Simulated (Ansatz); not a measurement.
Consider the ligand exchange at the Si–S bond: `N[Si@@H](F)S[Si@@H](N)F` + `[OH][SnH3]` → `N[SiH](F)[O][SnH3]` + `N[SiH](F)S`.

Isolated molecules relaxed with PBE0-D4/def2-TZVP in Ansatz; ΔE leaves out vibrations. CCSD(T)/CBS is the MP2 limit (def2-TZVPP, def2-QZVPP) plus CCSD(T) − MP2 in def2-TZVPP, frozen cores. DFT in def2-TZVPP. B3LYP here is the variant with VWN-RPA as its local correlation; programs differ in this. def2 core potentials past Kr. For Sn outer-core shells are correlated without core-valence functions, which leaves a few kJ/mol of doubt a bond. Each species was taken in one conformer, which may not be the lowest.

`N[Si@@H](F)S[Si@@H](N)F`:

Cartesian coordinates in Å:
```
N -0.095 2.242 2.103
Si -0.449 0.747 1.402
F -1.915 0.642 0.765
S 0.936 0.509 -0.195
Si -0.051 -1.012 -1.305
N 1.127 -1.692 -2.308
F -0.685 -2.028 -0.240
H -0.344 2.452 3.055
H 0.094 3.067 1.559
H -0.383 -0.293 2.445
H -1.173 -0.547 -2.140
H 2.053 -1.913 -1.985
H 0.884 -2.174 -3.156
```

`[OH][SnH3]`:

Z-matrix (Å, degrees):
```
Sn
O 1 1.970
H 1 1.709 2 108.5
H 1 1.698 2 103.1 3 119.8
H 1 1.709 2 108.5 3 -120.5
H 2 0.959 1 113.2 3 60.0
```

`N[SiH](F)[O][SnH3]`:

Z-matrix (Å, degrees):
```
Si
F 1 1.599
O 1 1.609 2 112.2
N 1 1.710 2 103.7 3 -118.6
Sn 1 3.223 2 104.1 3 -29.5
H 1 1.477 2 106.4 3 117.6
H 4 1.007 1 120.6 2 -175.9
H 4 1.008 1 119.6 2 -31.1
H 5 1.704 1 100.3 2 -142.0
H 5 1.701 1 125.1 2 91.0
H 5 1.701 1 90.8 2 -28.3
```

`N[SiH](F)S`:

Cartesian coordinates in Å:
```
N 0.174 -1.358 -0.254
Si 0.261 0.325 -0.154
F 1.214 0.909 0.993
S -1.701 0.993 0.303
H 0.824 -1.894 -0.803
H -0.322 -1.917 0.420
H 0.827 0.831 -1.420
H -1.276 2.110 0.916
```

```
             level  ΔE (kJ/mol)  difference from CCSD(T)/CBS
            PBE-D4        -54.0                         17.6
         r2SCAN-D4        -66.3                          5.3
           PBE0-D4        -59.5                         12.1
          B3LYP-D4        -68.9                          2.7
           ωB97X-V        -68.3                          3.3
           ωB97M-V        -68.8                          2.8
            B2PLYP        -73.4                         -1.8
               PBE        -56.5                         15.1
            r2SCAN        -67.0                          4.6
              PBE0        -61.7                          9.9
             B3LYP        -72.9                         -1.3
     HF/def2-TZVPP        -89.4                        -17.8
    MP2/def2-TZVPP        -70.6                          1.0
SCS-MP2/def2-TZVPP        -75.8                         -4.2
   CCSD/def2-TZVPP        -78.6                         -7.0
CCSD(T)/def2-TZVPP        -75.3                         -3.7
     HF/def2-QZVPP        -91.0                        -19.4
    MP2/def2-QZVPP        -69.0                          2.6
SCS-MP2/def2-QZVPP        -74.1                         -2.5
      HF/CBS(def2)        -91.2                        -19.6
     MP2/CBS(def2)        -66.9                          4.7
    CCSD/CBS(def2)        -74.9                         -3.3
       CCSD(T)/CBS        -71.6                            0
```

Largest T1 diagnostic among the species: 0.014.

The D4 term adds +4.0 kJ/mol with B3LYP and +2.2 kJ/mol with PBE0; it sums over pairs of atoms, weighted by their polarisabilities, and B3LYP, whose exchange is more repulsive, gets the larger term. In def2-TZVPP, CCSD(T) changes the Hartree–Fock value by +14.1 kJ/mol (the triples alone add +3.3 kJ/mol) and MP2 by +18.8 kJ/mol. From PBE to PBE0 (25 % exact exchange), in def2-TZVPP and without D4, ΔE moves by −5.2 kJ/mol.
